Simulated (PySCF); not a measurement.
Excitation energy of Mn by level of theory

Mn [Ar] 3d5 4s2 (6S) → Mn [Ar] 3d5 4s1 5s1 (8S), as a difference of total energies. All numbers are calculated (PySCF 2.14, the spin-free X2C one-electron Hamiltonian (Gaussian nucleus), in aug-cc-pwCVTZ-DK with one added diffuse shell each of s, p, d, f, g type (11s10p8d5f4g, 152 functions)). The calculations carry no spin-orbit coupling.

| method | excitation energy (eV) |
| --- | --- |
| UHF | 3.634 |
| M06 | 5.140 |
| TPSS | 4.463 |
| revPBE | 4.453 |

The promoted electron is Rydberg-like, and one or two diffuse shells describe it only roughly, which tends to raise the upper state.
